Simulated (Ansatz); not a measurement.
Geometry optimisation, Ansatz 0.2.0, RKS PBE/def2-SVP.

The input (input.yaml):

```yaml
crystal:
  periodic: [false, false, false]
  atoms:
    - { symbol: W, position_ang: [0.046555, 0.034883, 0.115677] }
    - { symbol: H, position_ang: [0.299639, -0.414314, 1.751022] }
    - { symbol: Cl, position_ang: [2.358043, 0.454504, 0.499437] }
    - { symbol: O, position_ang: [-0.077714, 1.889927, -0.243618] }
    - { symbol: H, position_ang: [-0.904855, 2.336761, -0.515111] }
    - { symbol: Cl, position_ang: [-2.310139, 0.247238, 0.148867] }
    - { symbol: Cl, position_ang: [-0.412354, -2.226818, -0.020566] }
    - { symbol: H, position_ang: [0.917825, -0.495082, -1.224409] }
basis:
  gaussian: { orbitals: def2-SVP }
hamiltonian:
  xc: pbe
relax:
  f_tol: 0.03
  max_steps: 50
```

Command:

```bash
$ ansatz run input.yaml --threads 4 --pin off --max-ram 5120MiB --backend cpu --events-out ev --progress --plain --runs-dir out
```

Problem. Where does it end, and by what steps?

Solution. It converged. After 3 steps the energy has fallen by 0.024 eV; H2 moved furthest, 0.08 Å.

```tsv
step	energy less start (eV)	largest force component (eV/Å)	accepted
0	0.0000	0.479	yes
1	0.0395	0.613	no
2	-0.0149	0.554	yes
3	-0.0243	0.027	yes
```

```xyz
8
Properties=species:S:1:pos:R:3
W 0.035 0.032 0.109
H 0.358 -0.388 1.710
Cl 2.317 0.425 0.539
O -0.078 1.892 -0.231
H -0.898 2.340 -0.520
Cl -2.320 0.241 0.143
Cl -0.409 -2.232 -0.004
H 0.912 -0.484 -1.235
```

Whether the end is a true minimum wasn't checked by a vibrational analysis.

Time of the run: 6.6 s on 4 threads of Arm Neoverse V2, with other jobs on the host, peak memory 0.18 GiB.
